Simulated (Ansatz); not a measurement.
C2H8ClGaSe, SMILES `[CH3][Ga-]([CH3])([Cl])[SeH2+]`, relaxed with RKS PBE0-D4/def2-TZVP in Ansatz 0.2.0 from a PBE-D4/def2-SVP geometry. The force threshold is 0.005 eV/Å; the program also tests the step.

The species carries charge 0 and has multiplicity 1.

Start:

```xyz
13

C    -1.100   -1.659    0.273
Ga    0.254   -0.319   -0.266
C     1.855    0.318    0.709
Cl    0.422   -0.079   -2.473
Se   -1.335    2.000    0.011
H    -1.413   -1.526    1.328
H    -1.992   -1.606   -0.381
H    -0.668   -2.676    0.169
H     2.259    1.240    0.248
H     2.646   -0.458    0.657
H     1.635    0.511    1.779
H    -0.411    2.709   -0.911
H    -2.151    1.546   -1.143
```

(1) How much energy does the relaxation release, and in how many steps? (Best estimate.)

(2) Which bonds change most? (Best estimate.)

(3) Give the relaxed structure. (Estimate.)

Results:

(1) Computed: 0.90 kcal/mol, in 5 steps.

(2) The calculation gave: Ga2–Se5 from 2.824 to 2.794 Å; Se5–H12 from 1.485 to 1.468 Å; Ga2–Cl4 from 2.226 to 2.209 Å; Se5–H13 from 1.485 to 1.468 Å.

(3) Ansatz gave: 
```xyz
13

C    -1.090   -1.651    0.269
Ga    0.251   -0.314   -0.265
C     1.845    0.312    0.702
Cl    0.432   -0.102   -2.457
Se   -1.323    1.979    0.006
H    -1.406   -1.513    1.306
H    -1.966   -1.606   -0.380
H    -0.661   -2.652    0.179
H     2.249    1.216    0.243
H     2.620   -0.457    0.662
H     1.625    0.513    1.753
H    -0.423    2.716   -0.890
H    -2.154    1.558   -1.129
```
